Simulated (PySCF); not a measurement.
**Computed vibrations of Lu2S3**

Lu2S3 (singlet in the valence; each metal's 4f electrons, 14 of them, lie in its core potential, out of spins and levels). PySCF 2.14.0, RKS B3LYP, Lu lcecp-1-SVP with ECP60, S def2-SVP; non-relativistic Hamiltonian with scalar-relativistic core potentials where named; density fitting; no spin-orbit coupling. Central differences of gradients.

```xyz
5

Lu   -0.1479   -0.1998    2.2929
Lu   -0.1479   -0.1998   -2.2929
S    -0.7822   -1.0563    0.0000
S     1.2006    1.6213    2.6913
S     1.2006    1.6213   -2.6913
```

Run from Python with OMP_NUM_THREADS=2. Where DIIS fails, smearing, a level shift and second-order steps follow.
It took 100 s on 2 threads of Arm Neoverse V1, with other jobs on the host.

Problem. What are the harmonic wavenumbers and infrared intensities?

Solution. Modes are labelled in C2v; negative numbers are unstable modes, those under 60 cm⁻¹ near the noise; a finer grid moves soft modes by up to 10 cm⁻¹.
```json
{"cm⁻¹": "-33", "km/mol": "–", "symmetry": "a2"}
{"cm⁻¹": "21", "km/mol": "1.6", "symmetry": "a1"}
{"cm⁻¹": "35", "km/mol": "43.7", "symmetry": "b1"}
{"cm⁻¹": "48", "km/mol": "21.7", "symmetry": "b2"}
{"cm⁻¹": "92", "km/mol": "0.2", "symmetry": "a1"}
{"cm⁻¹": "210", "km/mol": "15.2", "symmetry": "a1"}
{"cm⁻¹": "369", "km/mol": "202.9", "symmetry": "b2"}
{"cm⁻¹": "442", "km/mol": "19.2", "symmetry": "b2"}
{"cm⁻¹": "449", "km/mol": "48.5", "symmetry": "a1"}
```

Problem. Is this a minimum?

Solution. Probably not: 1 unstable, though so soft as to be near the noise; the lowest moves the atoms so:
```
Lu  -0.12  0.09  0.00
Lu   0.12 -0.09  0.00
S    0.00  0.00  0.00
S    0.56 -0.41  0.00
S   -0.56  0.41  0.00
```

An lcecp potential fixes the number of 4f electrons, so in runs with it no electron can move into or out of that shell.
